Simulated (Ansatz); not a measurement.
## A geometry optimisation of FGeH3Sb+ with B3LYP-D3(BJ)/def2-SVP

The starting geometry of this gas-phase singlet was optimised with GFN2-xTB.

```xyz
6

F    -1.0889   -0.6827    1.3379
Ge    0.1555   -0.7676    0.1167
Sb   -0.8894    1.2161   -1.3962
H     1.4157   -0.4888    0.9250
H    -0.7758    2.1940    0.0035
H    -0.0023   -2.1923   -0.3904
```

Predict what it relaxes into with B3LYP-D3(BJ)/def2-SVP.

A new bond forms, giving a structure with F1 bridging Ge2 and Sb3, given below by its coordinates. Distances that change by over a tenth: F1–Ge2 (1.75 → 1.94 Å). Contacts that close: F1–Sb3 (3.33 → 2.19 Å).

The energy falls by 0.72 eV over 11 steps:

| step | E − E(last) (eV) |
| --- | --- |
| 1 | 0.720 |
| 2 | 0.566 |
| 3 | 0.506 |
| 4 | 0.346 |
| 5 | 0.166 |
| 7 | 0.008 |
| 8 | 0.000 |
| 9 | 0.000 |
| 10 | 0.000 |
| 11 | 0.000 |

Final geometry (Å):

```json
{"atom": "F", "x (Å)": "-1.3201", "y (Å)": "-0.3247", "z (Å)": "0.8448"}
{"atom": "Ge", "x (Å)": "0.3497", "y (Å)": "-0.8182", "z (Å)": "-0.0005"}
{"atom": "Sb", "x (Å)": "-1.3089", "y (Å)": "0.9887", "z (Å)": "-0.9111"}
{"atom": "H", "x (Å)": "1.4177", "y (Å)": "-0.4542", "z (Å)": "1.0337"}
{"atom": "H", "x (Å)": "-0.4722", "y (Å)": "2.1715", "z (Å)": "0.0219"}
{"atom": "H", "x (Å)": "0.1486", "y (Å)": "-2.2844", "z (Å)": "-0.3923"}
```

The end wasn't checked by frequencies. Atoms past krypton carry core potentials, without spin–orbit terms. Run with Ansatz 0.2.0, 91 s on 1 thread of Intel(R) Xeon(R) Processor @ 2.50GHz (Skylake/Cascade Lake), on a shared host.
